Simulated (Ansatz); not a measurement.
`N#[C][AlH][OH]` + `N[SiH3]` → `[OH][AlH][NH][SiH3]` + `C#N` at 400 K and 1 bar (ligand exchange at the Al–C bond).

Gas-phase electronic energies from Ansatz, PBE0-D4/def2-TZVP geometries. CCSD(T)/CBS adds triple-zeta CCSD(T) − MP2 to the extrapolated MP2 energy (def2 sets, frozen cores). This one scheme is used for every species. Each species was taken in one conformer, which may not be the lowest.

| species | CCSD(T)/CBS energy (Eh) | H − E (kJ/mol) | S (J/(mol·K)) |
| --- | --- | --- | --- |
| `N#[C][AlH][OH]` | -411.19791 | 100.8 | 331.4 |
| `N[SiH3]` | -346.80422 | 153.0 | 285.3 |
| `[OH][AlH][NH][SiH3]` | -664.69394 | 196.6 | 385.4 |
| `C#N` | -93.32098 | 56.1 | 211.9 |

H − E and S are ideal-gas, rigid-rotor, harmonic terms from PBE0-D4/def2-TZVP, for one conformer and one mirror image of each species. 1 Eh = 2625.50 kJ/mol, R = 8.31446 J/(mol·K).

**Question.** By hand: ΔE, ΔH, ΔS and ΔG.

**Answer.** ΔE = (-664.69394) + (-93.32098) − (-411.19791) − (-346.80422) = -0.01279 Eh = -33.6 kJ/mol. Δ(H − E) = 196.6 + 56.1 − 100.8 − 153.0 = -1.1, so ΔH = -34.7 kJ/mol. ΔS = 385.4 + 211.9 − 331.4 − 285.3 = -19.4 J/(mol·K). ΔG = -34.7 − 400 × (-19.4)/1000 = -26.9 kJ/mol.

**Question.** By hand: the equilibrium constant, and the temperature at which ΔG would vanish if ΔH and ΔS stayed fixed.

**Answer.** log₁₀ K = −ΔG/(RT ln 10) = 3.5. ΔG = 0 at ΔH/ΔS = 1789 K, though so small a ΔS makes that figure unsure.

ΔH outweighs TΔS. A doubt of 5 kJ/mol in ΔE shifts log₁₀ K by 0.7 here. Other conformers and mirror images would add mixing entropy, several J/(mol·K) or more a flexible species. Modes under 60 cm⁻¹, often nearly free rotors, make the harmonic entropy too high. These are equilibria of isolated gas molecules and say nothing of rates. Largest T1 diagnostic: 0.014 (customary marks: 0.02 for closed shells, 0.045 for open ones).
